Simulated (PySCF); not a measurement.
## Electron correlation in I⁺ (iodine, charge +1)

[Kr] 4d10 5s2 5p3 6s1, high-spin 5S determinant (an excited configuration). All numbers are calculated (PySCF 2.14, the non-relativistic Hamiltonian (point nucleus), in dyall-av2z). Frozen: [Kr] 4d10; 6 electrons correlated; the 62 highest virtual orbitals of each spin left out.

```tsv
level	correlation energy (mhartree)
CCSD	-83.38
(T)	-1.59
CCSD(T)	-84.97
```

Diagnostics: T1 = 0.0072, D1 = 0.0243, largest double amplitude 0.051.

A non-relativistic calculation at this Z misses sizeable relativistic shifts. The outer electron is Rydberg-like, and this basis confines it to a smaller radius and binds it less than a complete one would.

Cost of the coupled-cluster step: about 5 core-seconds, for 6 correlated electrons.

Iterations:

```
CC2 = 0
CCSD nocc = (np.int64(5), np.int64(1)), nmo = (45, 45)
frozen orbitals [[0, 1, 2, 3, 4, 5, 6, 7, 8, 9, 10, 11, 12, 13, 14, 15, 16, 17, 18, 19, 20, 21, 22, 68, 69, 70, 71, 72, 73, 74, 75, 76, 77, 78, 79, 80, 81, 82, 83, 84, 85, 86, 87, 88, 89, 90, 91, 92, 93, 94, 95, 96, 97, 98, 99, 100, 101, 102, 103, 104, 105, 106, 107, 108, 109, 110, 111, 112, 113, 114, 115, 116, 117, 118, 119, 120, 121, 122, 123, 124, 125, 126, 127, 128, 129], [0, 1, 2, 3, 4, 5, 6, 7, 8, 9, 10, 11, 12, 13, 14, 15, 16, 17, 18, 19, 20, 21, 22, 68, 69, 70, 71, 72, 73, 74, 75, 76, 77, 78, 79, 80, 81, 82, 83, 84, 85, 86, 87, 88, 89, 90, 91, 92, 93, 94, 95, 96, 97, 98, 99, 100, 101, 102, 103, 104, 105, 106, 107, 108, 109, 110, 111, 112, 113, 114, 115, 116, 117, 118, 119, 120, 121, 122, 123, 124, 125, 126, 127, 128, 129]]
max_cycle = 100
direct = 0
conv_tol = 1e-08
conv_tol_normt = 1e-06
diis_space = 8
diis_start_cycle = 0
Init t2, MP2 energy = -0.0696330073228751
Init E_corr(UCCSD) = -0.0696330073447462
cycle = 1  E_corr(UCCSD) = -0.0805676736296006  dE = -0.0109346663  norm(t1,t2) = 0.0392969
cycle = 2  E_corr(UCCSD) = -0.0826577801213582  dE = -0.00209010649  norm(t1,t2) = 0.0107555
cycle = 3  E_corr(UCCSD) = -0.0833980310256306  dE = -0.000740250904  norm(t1,t2) = 0.0036177
cycle = 4  E_corr(UCCSD) = -0.0833788142629243  dE = 1.92167627e-05  norm(t1,t2) = 0.000340888
cycle = 5  E_corr(UCCSD) = -0.0833795125388574  dE = -6.98275933e-07  norm(t1,t2) = 4.19121e-05
cycle = 6  E_corr(UCCSD) = -0.0833794164745963  dE = 9.60642611e-08  norm(t1,t2) = 9.75447e-06
cycle = 7  E_corr(UCCSD) = -0.083379567765882  dE = -1.51291286e-07  norm(t1,t2) = 1.81799e-06
cycle = 8  E_corr(UCCSD) = -0.0833795461830383  dE = 2.15828436e-08  norm(t1,t2) = 3.07875e-07
cycle = 9  E_corr(UCCSD) = -0.0833795451517463  dE = 1.03129205e-09  norm(t1,t2) = 5.30336e-08
UCCSD converged
E(UCCSD) = -6917.362685570694  E_corr = -0.08337954515174627
UCCSD(T) correction = -0.00159434414482943
```
